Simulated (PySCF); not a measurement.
# UHF on Ga²⁺ (gallium, charge +2)

Configuration: [Ar] 3d10 4s1, 2S determinant. All numbers are calculated (PySCF 2.14, no relativity, point nucleus, in pcseg-2).

| Item | Value |
| --- | --- |
| Total energy | -1922.348744 hartree |
| One-electron energy | -2664.0160 hartree |
| Hartree (Coulomb) energy | 814.8517 hartree |
| Exchange energy | -73.1844 hartree |
| Kinetic energy | 1925.41962 hartree |
| ⟨S²⟩ | 0.7504 |
| ⟨L²⟩ | 0.000 |
| Sum of ⟨r⟩ | 17.10 bohr |
| Sum of ⟨r²⟩ | 17.95 bohr² |
| Density at the nucleus (Gaussians lack the cusp) | 20100 bohr⁻³ |
| Spin density at the nucleus | 10.7 bohr⁻³ |
| Langevin diamagnetic susceptibility | -14.2 ×10⁻⁶ cm³/mol |
| Time after the integrals | 0.12 s of wall time on 1 thread of Neoverse-V1 (shared host) |

| shell | electrons | mean orbital energy (eV) | rms radius, mean of both spins (bohr) |
| --- | --- | --- | --- |
| 1s α | 1 | -10324.5 | 0.0572 |
| 1s β | 1 | -10324.4 | 0.0572 |
| 2s α | 1 | -1327.8 | 0.240 |
| 2s β | 1 | -1327.6 | 0.240 |
| 2p α | 3 | -1173.4 | 0.213 |
| 2p β | 3 | -1173.4 | 0.213 |
| 3s α | 1 | -193.47 | 0.711 |
| 3s β | 1 | -192.96 | 0.711 |
| 3p α | 3 | -141.41 | 0.742 |
| 3p β | 3 | -141.26 | 0.742 |
| 3d α | 5 | -52.018 | 0.883 |
| 3d β | 5 | -51.875 | 0.883 |
| 4s α | 1 | -29.284 | 2.33 |
